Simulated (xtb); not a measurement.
Harmonic IR lines of one isomer of C4H5ClSi, unscaled. Level of theory: GFN2-xTB in xtb 6.7.1.

wavenumber (cm⁻¹): 310 (w), 433 (w), 539 (m), 567 (m), 618 (s), 725 (s), 788 (m), 825 (m), 1112 (vw), 1552 (w), 2267 (vs), 3061 (w), 3071 (m), 3106 (m)

**Question.** Identify which structure gives these lines.
A) `ClC1=C[SiH2]C=C1`
B) `Cl[SiH]1C=CC=C1`
C) `ClC1=CC=C[SiH2]1`

**Answer.** B, `Cl[SiH]1C=CC=C1`
